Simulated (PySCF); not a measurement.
CH₇O₂PSi, SMILES C[Si](O)(O)P. Atoms are numbered in the order given.

```xyz
12

C      1.9653     0.0538    -0.5222
Si     0.2291     0.2617     0.1522
O     -0.4479     1.7413    -0.2860
O      0.4029     0.1106     1.8206
P     -1.3267    -1.2169    -0.5980
H      2.3729    -0.9421    -0.2568
H      1.9753     0.1528    -1.6258
H      2.6460     0.8198    -0.0950
H      0.1266     2.5086    -0.1126
H     -0.4377     0.1547     2.3103
H     -1.0326    -0.9323    -1.9795
H     -0.3882    -2.3100    -0.5447
```

Geometry: PBE-D3(BJ)/def2-SVP. This is a generated structure with no PubChem entry under its InChIKey; it may be hypothetical. One conformer was computed; it need not be the lowest.

Method: PBE-D3(BJ)/def2-SVP (PySCF 2.14.0).

Frequencies are harmonic and unscaled.

Computed vibrational spectrum:
```csv
mode,ν (cm⁻¹),IR (km/mol),moving atoms (share of kinetic energy)
1,113,2.3,H 93 %
2,135,3.9,"H 63 %, C 12 %, O 12 %, P 11 %"
3,143,4.8,"H 62 %, O 15 %, C 13 %"
4,166,1.1,"O 50 %, P 20 %, H 16 %, Si 8 %"
5,219,12.3,"H 51 %, O 19 %, Si 14 %, C 13 %"
6,244,33.8,"H 61 %, O 22 %, C 8 %"
7,253,10.6,"O 33 %, P 30 %, H 27 %"
8,287,63.9,"H 45 %, O 36 %, Si 11 %"
9,357,121.4,"H 57 %, O 33 %"
10,438,51.5,"Si 36 %, P 28 %, H 18 %, O 13 %"
11,597,4.5,"H 80 %, C 11 %"
12,667,14.2,H 91 %
13,683,68.0,"H 31 %, C 29 %, Si 22 %, O 16 %"
14,737,35.1,"H 75 %, C 16 %, O 9 %"
15,745,26.2,"H 64 %, O 20 %, C 15 %"
16,786,147.2,"H 45 %, O 34 %, Si 13 %"
17,855,284.1,"H 56 %, Si 20 %, O 19 %"
18,870,68.0,"H 56 %, Si 25 %, O 16 %"
19,910,86.5,"Si 45 %, O 33 %, H 20 %"
20,1047,14.7,H 97 %
21,1220,29.4,"H 77 %, C 22 %"
22,1377,4.3,H 96 %
23,1382,2.9,H 96 %
24,2314,35.2,H 97 %
25,2332,46.1,H 97 %
26,2976,2.6,H 97 %
27,3072,4.4,"H 91 %, C 9 %"
28,3089,2.1,"H 91 %, C 9 %"
29,3745,52.3,H 94 %
30,3753,64.1,H 94 %
```
